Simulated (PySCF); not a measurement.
C₃H₇AlO₂, SMILES [CH3][Al]1[O]CC[O]1.

Geometry optimised at PBE0-D3(BJ)/def2-SVP. The geometry has at least one imaginary mode, so it is a saddle point at that level. Other conformers were not sampled.

These are PySCF 2.14.0 with TDDFT-ωB97X/def2-SVPD values and carry that method's errors.

Vertical excitations. 

| state | energy (eV) | λ (nm) | f | main pairs |
|---|---|---|---|---|
| S1 | 6.28 | 198 | 0.000 | HOMO→LUMO 78 %, HOMO→LUMO+3 14 % |
| S2 | 7.02 | 177 | 0.006 | HOMO→LUMO+1 93 % |
| S3 | 7.15 | 173 | 0.013 | HOMO−1→LUMO 78 %, HOMO−1→LUMO+3 12 % |
| S4 | 7.40 | 168 | 0.028 | HOMO−2→LUMO 70 %, HOMO→LUMO+4 11 %, HOMO−2→LUMO+3 11 % |
| S5 | 7.53 | 165 | 0.001 | HOMO−1→LUMO+1 92 % |
| S6 | 7.88 | 157 | 0.059 | HOMO−3→LUMO 73 %, HOMO−3→LUMO+3 11 % |
| S7 | 8.00 | 155 | 0.000 | HOMO→LUMO+2 81 % |
| S8 | 8.14 | 152 | 0.000 | HOMO−3→LUMO+1 93 % |
| S9 | 8.22 | 151 | 0.013 | HOMO−2→LUMO+1 70 %, HOMO−4→LUMO 19 % |
| S10 | 8.33 | 149 | 0.418 | HOMO−4→LUMO 60 %, HOMO−2→LUMO+1 21 % |
| T1 | 6.15 | 201 | 0 | HOMO→LUMO 75 %, HOMO→LUMO+3 15 % |
| T2 | 6.52 | 190 | 0 | HOMO→LUMO+1 92 % |
| T3 | 6.90 | 180 | 0 | HOMO−1→LUMO 72 %, HOMO−1→LUMO+3 14 % |
| T4 | 7.21 | 172 | 0 | HOMO−2→LUMO 63 %, HOMO→LUMO+4 13 %, HOMO−2→LUMO+3 12 % |
Triplets are in the Tamm–Dancoff approximation, which puts them higher than full response would, so one can lie above its singlet here.
